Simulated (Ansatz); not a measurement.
Spectroscopic constants of HfSe, multiplicity 3 (an upper state: multiplicity 1 came lower at CCSD(T)/def2-TZVPP on PBE0 minima). No spin–orbit coupling. Se is treated without relativity.

Constants: fifth-degree fit in 1/R to seven points, most abundant isotopes. Runs in def2 and cc sets follow the lowest solution found near the PBE0 minimum.

Run with Ansatz (Gaussian orbitals). Each number belongs to the level named beside it. In def2 rows elements past Kr take small-core potentials, without spin–orbit coupling.

```json
[
 {"level": "PBE/def2-TZVPP", "r_e (Å)": "2.346", "ω_e (cm⁻¹)": "[?]", "ω_e x_e (cm⁻¹)": "0.53", "dipole (D)": "5.18"},
 {"level": "PBE0/def2-TZVPP", "r_e (Å)": "2.330", "ω_e (cm⁻¹)": "327", "ω_e x_e (cm⁻¹)": "0.50", "dipole (D)": "5.90"},
 {"level": "wB97X-V/def2-TZVPP", "r_e (Å)": "[?]", "ω_e (cm⁻¹)": "[?]", "ω_e x_e (cm⁻¹)": "0.48", "dipole (D)": "6.54"}
]
```

Q: Fill in the missing entries.

A: 
- wB97X-V/def2-TZVPP, r_e (Å): 2.327
- wB97X-V/def2-TZVPP, ω_e (cm⁻¹): 335
- PBE/def2-TZVPP, ω_e (cm⁻¹): 313

Ansatz is a quantum-chemistry and plane-wave program.
